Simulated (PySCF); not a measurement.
## CeO: one state, many levels of theory

State: triplet, about 1.4 electrons in the 4f shell (Mulliken), real f orbitals that mix terms. Set-up: basis Ce x2c-SVPall, O x2c-SVPall; spin-free X2C with a Gaussian nucleus; PySCF 2.14. De refers to Ce (4f1 5d1 6s2) + O in their high-spin ground configurations, without counterpoise correction. The functionals are run spin-unrestricted. A positive dipole means Ce(−)O(+). Levels whose curve was spin-contaminated or gave no clean fit are not listed.

| Level | Re (Å) | ωe (cm⁻¹) | De (eV) | μ (D) |
| --- | --- | --- | --- | --- |
| UHF | 1.797 | 888 | n/a | -3.54 |
| UHF-CCSD | 1.802 | 882 | 7.60 | n/a |
| UHF-CCSD(T) | 1.813 | 852 | 7.88 | n/a |
| PBE | 1.800 | 855 | 9.47 | -2.91 |
| r²SCAN | 1.795 | 866 | 8.77 | -2.97 |
| PBE0 | 1.785 | 888 | 8.53 | -2.98 |
| B97-3 | 1.789 | 885 | 8.39 | -3.07 |
| M06-2X | 1.797 | 884 | 7.86 | -3.26 |
| LC-ωPBE | 1.771 | 918 | 9.06 | -2.38 |

The bond length runs from 1.771 Å (LC-ωPBE) to 1.813 Å (UHF-CCSD(T)). De spans 7.60 eV (UHF-CCSD, coupled cluster) to 9.47 eV (PBE, GGA).

Correlated steps freeze 19 core orbitals. Correlated levels converge slowly with the basis: in double zeta they bind strong bonds too weakly, by up to about 1 eV, and carry superposition errors of some tenths. These are scalar-relativistic numbers at best; spin–orbit coupling would shift them, the dissociation energy most. With d or f electrons several states lie close, and the lowest PBE0 determinant need not be the measured ground state.

The whole job (state search and all levels along the bond) took about 28 min on 2 threads of Arm Neoverse V1 (shared host), peak memory 3.8 GiB.
